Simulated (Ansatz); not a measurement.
Born–Oppenheimer molecular dynamics of BClF2 (4 atoms, charge 0, multiplicity 1). It starts from a relaxed structure.

Computed with Ansatz 0.2.0, RKS B3LYP-D4/6-31G*.

| Quantity | Value |
| --- | --- |
| ensemble | NVT, Nosé–Hoover chain |
| time step | 12 fs |
| steps asked | 40 |
| set temperature | 2000 K |
| thermostat | time constant 20 fs, chain length 3 |
| seed | 402453 |

First frame:

```xyz
4
Properties=species:S:1:pos:R:3
B 0.000 0.000 0.028
Cl 0.000 0.000 1.784
F 1.136 0.000 -0.636
F -1.136 0.000 -0.636
```

(1) What does the run give?

(2) What happens to the structure?

(3) How do temperature and energy run in time?

## Answers

(1) All steps were run.

```yaml
steps_done: 40
time_covered: 480 fs
mean_temperature_over_the_second_half: 2133 K
spread_of_the_potential_energy_over_the_second_half: 299.9 meV per atom
mean_potential_energy_of_the_second_half_above_the_start: 4730.2 meV per atom
```

The conserved energy changed by up to 180000 meV per atom, so the integration failed: the time step of 12 fs is too long for the fastest motions that this run met, and the later frames carry no physical meaning.

(2) Parted: B1–Cl2 1.76 → 8.95 Å, B1–F3 1.32 → 6.57 Å, B1–F4 1.32 → 11.66 Å. It ends as B + Cl + F + F. Pairs count as bonded within 1.25 times the sum of covalent radii (0.12 Å more for H–H). The details hang on the random start.

(3) 
```
time (fs)  T (K)  potential energy less start (eV)  conserved less start (meV/atom)
        0   2000                             0.000                             0.00
       24  13026                             6.241                          4736.53
       48  11425                            22.901                         88179.69
       72    129                            20.658                        177392.70
       96    800                            20.032                        177403.85
      120   3099                            17.694                        177389.41
      144   4998                            19.662                        178791.92
      168    751                            19.664                        178791.84
      192   1832                            17.290                        178599.52
      216   4108                            19.341                        179780.91
      240   1225                            19.233                        179782.94
      264   1882                            19.231                        180255.44
      288     11                            20.416                        181762.15
      312   1476                            19.667                        181776.61
      336    576                            17.544                        181541.69
      360     15                            17.371                        181483.83
      384    321                            17.311                        181472.58
      408   3720                            17.792                        181552.08
      432   5282                            20.253                        184479.00
      456    178                            20.307                        184477.01
      480   1881                            19.524                        184490.27
```

Run time: 4.2 min on 1 thread of AMD EPYC 7R43 64-Core Processor (Zen 3) (shared host), peak memory 0.15 GiB.
